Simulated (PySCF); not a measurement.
# Dipole response of Cl (chlorine, neutral)

[Ne] 3s2 3p5, 2P determinant. All numbers are calculated (PySCF 2.14, scalar relativity by spin-free X2C-1e, in aug-cc-pCVTZ-DK). Coupled (time-dependent) response in atomic units; α is the mean over directions.

| method | mean α (bohr³) | α xx, yy, zz | C₆ (like pair) | S(−4) |
| --- | --- | --- | --- | --- |
| UHF | 13.96 | 12.85, 14.51, 14.51 | 88.16 | 45.19 |
| PBE | 15.15 | 13.69, 15.88, 15.88 | 97.35 | 58.70 |
| PBE0 | 14.63 | 13.31, 15.29, 15.29 | 93.21 | 52.53 |
| B3LYP | 14.89 | 13.52, 15.57, 15.57 | 95.13 | 55.65 |
| PW91 | 15.07 | 13.61, 15.81, 15.81 | 96.71 | 58.00 |

S(−4) is the Cauchy moment in α(ω) = α(0) + S(−4) ω² + …

Reference α: 14.6 ± 0.1 bohr³ (recommended; Schwerdtfeger and Nagle, table of static dipole polarizabilities (2023 update)). Published C₆: 94.60 (Chu and Dalgarno (2004); Tang, Norbeck and Certain (1976)).

α(iu) at UHF:

```json
{"u (hartree)": "0", "α(iu) (bohr³)": "13.96"}
{"u (hartree)": "0.0500", "α(iu) (bohr³)": "13.85"}
{"u (hartree)": "0.100", "α(iu) (bohr³)": "13.53"}
{"u (hartree)": "0.200", "α(iu) (bohr³)": "12.41"}
{"u (hartree)": "0.300", "α(iu) (bohr³)": "10.97"}
{"u (hartree)": "0.500", "α(iu) (bohr³)": "8.143"}
{"u (hartree)": "0.750", "α(iu) (bohr³)": "5.542"}
{"u (hartree)": "1.00", "α(iu) (bohr³)": "3.889"}
{"u (hartree)": "1.50", "α(iu) (bohr³)": "2.153"}
{"u (hartree)": "2.00", "α(iu) (bohr³)": "1.353"}
{"u (hartree)": "3.00", "α(iu) (bohr³)": "0.6813"}
{"u (hartree)": "5.00", "α(iu) (bohr³)": "0.2865"}
```

The components differ because the open shell of this determinant is not spherical; for a pure term their mean is the scalar polarisability.
